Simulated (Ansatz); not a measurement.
Mulliken charges of C₂H₆BN, SMILES `[BH3-]C#[N+]C` from ωB97M-V/def2-TZVPP in Ansatz (PBE0-D4/def2-TZVP geometry).

```
atom   x (Å)   y (Å)   z (Å)  charge (e)
  B1  -1.081   1.190  -1.304      -0.541
  C2  -0.281   0.307  -0.338       0.155
  N3   0.323  -0.357   0.390      -0.011
  C4   1.058  -1.164   1.276      -0.170
  H5  -1.430   0.466  -2.213       0.042
  H6  -2.018   1.622  -0.667       0.042
  H7  -0.323   2.063  -1.669       0.042
  H8   1.140  -2.174   0.872       0.147
  H9   2.058  -0.748   1.409       0.147
 H10   0.554  -1.204   2.243       0.147
```

Problem. By hand: the dipole of these point charges (1 e Å = 4.8032 D).

Solution. Σ q r = (0.751, -0.827, 0.906) e Å, of length 1.438 e Å = 6.91 D.

Problem. How does the dipole of the full density compare? (Best estimate.)

Solution. The calculation gave: (0.714, -0.786, 0.861) e Å, 6.57 D; the point charges give 1.05 times that, at 0° from its direction.

Point charges leave out the atoms' own dipoles, such as those of lone pairs, and Mulliken's split depends on the basis, so the close match here is no proof of good charges.
